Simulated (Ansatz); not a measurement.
Gas-phase electronic energies from Ansatz, PBE0-D4/def2-TZVP geometries. CCSD(T)/CBS is the MP2 limit (def2-TZVPP, def2-QZVPP) plus CCSD(T) − MP2 in def2-TZVPP, frozen cores. Functionals use def2-TZVPP. B3LYP here is the variant with VWN-RPA as its local correlation; programs differ in this. def2 core potentials past Kr. For I outer-core shells are correlated without core-valence functions, which leaves a few kJ/mol of doubt a bond. Each species was taken in one conformer, which may not be the lowest.

Consider the ligand exchange at the Si–S bond: `C=C(S)S[SiH2]F` + HI → `F[SiH2]I` + `C=C(S)S`.

Question: Is it downhill or uphill in electronic energy at CCSD(T)/CBS, and by how much? (Estimate.)

Answer: The calculation gave: Downhill: ΔE = -5.3 kcal/mol.

Question: What do these levels give: PBE0-D4, PBE, B3LYP, CCSD(T)/def2-TZVPP, HF/def2-QZVPP, MP2/def2-QZVPP? (Best estimate.)

Answer: Ansatz gave: PBE0-D4 -5.0, PBE -6.1, B3LYP -6.5, CCSD(T)/def2-TZVPP -4.1, HF/def2-QZVPP -7.7, MP2/def2-QZVPP -5.7 kcal/mol.

Largest T1 diagnostic among the species: 0.013.

In def2-TZVPP, CCSD(T) changes the Hartree–Fock value by +3.4 kcal/mol (the triples alone add +0.5 kcal/mol) and MP2 by +2.5 kcal/mol. The D4 term adds +2.1 kcal/mol with B3LYP and +1.3 kcal/mol with PBE0; it sums over pairs of atoms, weighted by their polarisabilities, and B3LYP, whose exchange is more repulsive, gets the larger term.
